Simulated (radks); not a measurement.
Values are calculated unless marked as measured or tabulated.
Ionisation of neutral zinc, [Ar] 3d10 4s2, to Zn+, [Ar] 3d10 4s1, under several functionals. Dirac Kohn-Sham, spin-unpolarised, spherical densities, finite nucleus; a radial shooting solver on a logarithmic mesh with Libxc functionals.

functional,E(Zn) (hartree),Exc (hartree),IE (eV),-e(HOMO) (eV),<r> HOMO (bohr),IE error (eV)
RPBE,-1796.28783,-71.79137,9.754,5.883,2.671,+0.360
revPBE,-1796.22851,-71.73094,9.777,5.897,2.661,+0.382
PW91,-1796.50491,-72.01387,9.963,6.046,2.648,+0.569
exchange-only LDA,-1790.72107,-66.10651,9.103,5.192,2.686,-0.291
PBE,-1796.07534,-71.57324,9.889,5.978,2.655,+0.495
exchange-only PBE,-1794.67790,-70.13434,9.236,5.313,2.713,-0.158
"LDA (Slater exchange, VWN5 correlation)",-1793.38904,-68.83703,10.185,6.219,2.630,+0.790
XLYP,-1796.73535,-72.23804,9.968,5.987,2.659,+0.574
AM05,-1793.53531,-68.98937,9.847,5.941,2.647,+0.453

NIST Atomic Spectra Database: 9.394 eV (measured). Closest: exchange-only PBE. The Delta-SCF values span 1.08 eV, the total energies 6.01 hartree. The highest occupied level is 4s1/2. Spin polarisation and multiplet splitting are left out, so open shells lie too high by an amount that depends on their filling.

Beside tabulated values, note that spin-unpolarised runs miss the spin-polarisation part of the exchange energy of open shells.
